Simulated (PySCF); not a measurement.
Molecule: `C#C[S@OH13](F)(F)(F)(F)F`, C$_{2}$HF$_{5}$S.

Structure with atom numbers: `[CH:1]#[C:2][S@OH13:3]([F:4])([F:5])([F:6])([F:7])[F:8]`. Hydrogens are named by the atom that carries them.

Geometry PBE0-D3(BJ)/def2-SVP throughout; GIAO in PySCF, gas phase, one conformer, non-relativistic; equivalent atoms averaged; basis pcSseg-1.

For orientation, BHandHLYP gives these shifts δ (against TMS, CS2, CFCl3 at the same level): C2 85.6, C1 74.5, S3 123.5, F6 115.8, F7/F8 109.6, F4/F5 109.5, H(C1) 3.02 ppm.

A run gave: C2 88.0, C1 64.3, S3 194.9, F6 106.6, F7/F8 98.3, F4/F5 98.2, H(C1) 2.51 ppm (shifts δ (against TMS, CS2, CFCl3 at the same level)).

**Question.** Which functional was used in that run?
A. BLYP
B. PBE0
C. OPBE
D. KT3
E. B97-D

**Answer.** A. S3 tells them apart best: BLYP gives 194.9, PBE0 gives 149.2, OPBE gives 163.5, B97-D gives 186.6, KT3 gives 170.7 ppm.
